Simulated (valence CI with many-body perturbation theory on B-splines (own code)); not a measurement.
**Questions on Ir LVII**

Method: valence CI with perturbative core correlation (CI+MBPT): three valence electrons over a frozen Dirac-Fock core [Ar], a basis of 7 s, 7 p, 8 d, 6 f, 4 g, 1 h functions for each j, with the one-electron correlation potential Σ1 (screened to all orders), the two-electron term Σ2, the three-electron term Σ3, Breit, model QED; selected single and double excitations, second order for the rest, scaled by the run's own slope (own B-spline code, finite nucleus).

The last digits are not significant, and no measured levels were compared; by estimate large intervals hold to a few tenths of a per cent, small ones and those within an open d or f shell to about a per cent. The list stops below the first excitations out of the core. Only levels of the ground parity were solved; by the run's estimate the other parity begins above the list, which can be wrong where configurations are misplaced.

Levels are named by their leading jj configuration (3d3/2^4 stands for four electrons in 3d with j = 3/2), which in mixed levels can hold well under half, so a name can repeat and another be missing.

Rates and lifetimes use the calculated energies. Strong lines usually hold to 10 to 20 %, long lifetimes can be off by a factor of two.

Q: What is the ground level?

A: (3d3/2^3) J=3/2, composition 42 % 3d3 4F + 41 % 3d3 2D + 12 % 3d3 2P, g = 0.728.

Q: How well does LS coupling describe the low levels?

A: Among the lowest 16 levels the leading LS term, summed over configurations, holds 57 % on average. For single configurations the figures are 57 % in LS and 99 % in jj coupling. Terms mix most in the J = 3/2 level at 701970 cm⁻¹, where the leading one holds 38 %.

Q: What is the ionisation energy?

A: 5609.7 eV; NIST lists 5609 ± 5 eV (theoretical).
